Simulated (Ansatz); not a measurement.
Sn₁₂O₂₀F₁₂H₆³⁺ (started as a model of: [(RSn)12O14(OH)6]2+, R = F). Charge 3, multiplicity 2. Geometry r2SCAN-D4/def2-SVP, that of the charge +2 singlet; atoms count from 1.

```xyz
50

Sn   -0.441   -3.109    1.320
Sn   -0.860   -2.663   -1.941
Sn   -3.080   -1.439    0.200
Sn    1.121   -0.240   -3.000
Sn   -2.591    1.807    0.580
Sn    1.823   -0.986    2.454
Sn   -1.121    0.240    3.000
Sn    2.591   -1.807   -0.580
Sn   -1.823    0.986   -2.454
Sn    0.441    3.109   -1.320
Sn    0.860    2.663    1.941
Sn    3.080    1.439   -0.200
O    -1.005   -1.655   -0.097
O    -0.182   -1.557    2.720
O     1.561   -2.518    1.039
O     1.167   -2.099   -2.021
O    -0.905   -0.789   -2.900
O    -2.659    0.010    1.668
O    -2.988    0.360   -0.891
O     2.659   -0.010   -1.668
O     0.182    1.557   -2.720
O    -1.167    2.099    2.021
O    -1.561    2.518   -1.039
O     0.905    0.788    2.900
O     2.988   -0.360    0.891
O     1.005    1.655    0.097
O    -0.423   -4.138   -0.511
O    -2.528   -2.977    1.519
O    -2.925   -2.554   -1.573
O     0.423    4.138    0.511
O     2.528    2.977   -1.519
O     2.925    2.554    1.573
F    -0.195   -4.631    2.445
F    -0.952   -3.823   -3.455
F    -4.969   -1.610    0.418
F     1.796   -0.359   -4.768
F    -4.106    2.894    0.923
F     2.912   -1.545    3.902
F    -1.796    0.359    4.768
F     4.106   -2.894   -0.923
F    -2.912    1.545   -3.902
F     0.195    4.631   -2.445
F     0.952    3.823    3.455
F     4.969    1.610   -0.418
H    -0.281   -5.091   -0.660
H    -3.111   -3.530    2.069
H    -3.646   -2.961   -2.088
H     0.281    5.090    0.660
H     3.111    3.530   -2.069
H     3.646    2.962    2.088
```

In the def2 sets Sn takes a core potential; there is no spin–orbit coupling. Single mean-field runs in def2-SVP are fitted with def2-universal-jkfit.

Problem. Estimate the Mulliken populations of the heavy atoms from the PBE0/def2-SVP orbitals of Ansatz.

Solution. 
```tsv
atom	charge (e)	spin (α − β)
Sn1	1.49	-0.01
Sn2	1.49	-0.01
Sn3	1.49	-0.01
Sn4	1.51	-0.02
Sn5	1.51	-0.02
Sn6	1.51	-0.02
Sn7	1.51	-0.02
Sn8	1.51	-0.02
Sn9	1.51	-0.02
Sn10	1.49	-0.01
Sn11	1.49	-0.01
Sn12	1.49	-0.01
O13	-0.78	0.00
O14	-0.71	0.09
O15	-0.70	0.09
O16	-0.70	0.09
O17	-0.71	0.09
O18	-0.71	0.09
O19	-0.70	0.09
O20	-0.71	0.09
O21	-0.71	0.09
O22	-0.70	0.09
O23	-0.70	0.09
O24	-0.71	0.09
O25	-0.70	0.09
O26	-0.78	0.00
O27	-0.54	0.00
O28	-0.54	0.00
O29	-0.54	0.00
O30	-0.54	0.00
O31	-0.54	0.00
O32	-0.54	0.00
F33	-0.31	0.01
F34	-0.31	0.01
F35	-0.31	0.01
F36	-0.29	0.00
F37	-0.29	0.00
F38	-0.29	0.00
F39	-0.29	0.00
F40	-0.29	0.00
F41	-0.29	0.00
F42	-0.31	0.01
F43	-0.31	0.01
F44	-0.31	0.01
```
Mulliken values depend strongly on the basis.

Problem. Where does the spin sit?

Solution. Summed by element: Sn -0.20, O 1.12, F 0.08, H 0.00, of 1 unpaired in all. Largest on single atoms: O23 0.09, O19 0.09, O15 0.09.

Problem. And the Mayer bond orders between heavy atoms (over 0.3, the first 40 of 66)?

Solution. Sn1–O13 0.54 (2.11 Å); Sn1–O14 0.48 (2.11 Å); Sn1–O15 0.48 (2.11 Å); Sn1–O27 0.54 (2.10 Å); Sn1–O28 0.54 (2.10 Å); Sn1–F33 1.05 (1.91 Å); Sn2–O13 0.54 (2.11 Å); Sn2–O16 0.48 (2.11 Å); Sn2–O17 0.48 (2.11 Å); Sn2–O27 0.54 (2.10 Å); Sn2–O29 0.54 (2.10 Å); Sn2–F34 1.05 (1.91 Å); Sn3–O13 0.54 (2.11 Å); Sn3–O18 0.48 (2.11 Å); Sn3–O19 0.48 (2.11 Å); Sn3–O28 0.54 (2.10 Å); Sn3–O29 0.54 (2.10 Å); Sn3–F35 1.05 (1.91 Å); Sn4–O16 0.57 (2.10 Å); Sn4–O17 0.57 (2.10 Å); Sn4–O20 0.63 (2.05 Å); Sn4–O21 0.63 (2.05 Å); Sn4–F36 1.09 (1.90 Å); Sn5–O18 0.57 (2.10 Å); Sn5–O19 0.57 (2.10 Å); Sn5–O22 0.63 (2.05 Å); Sn5–O23 0.63 (2.05 Å); Sn5–F37 1.09 (1.90 Å); Sn6–O14 0.57 (2.10 Å); Sn6–O15 0.57 (2.10 Å); Sn6–O24 0.63 (2.05 Å); Sn6–O25 0.63 (2.05 Å); Sn6–F38 1.09 (1.90 Å); Sn7–O14 0.63 (2.05 Å); Sn7–O18 0.63 (2.05 Å); Sn7–O22 0.57 (2.10 Å); Sn7–O24 0.57 (2.10 Å); Sn7–F39 1.09 (1.90 Å); Sn8–O15 0.63 (2.05 Å); Sn8–O16 0.63 (2.05 Å).
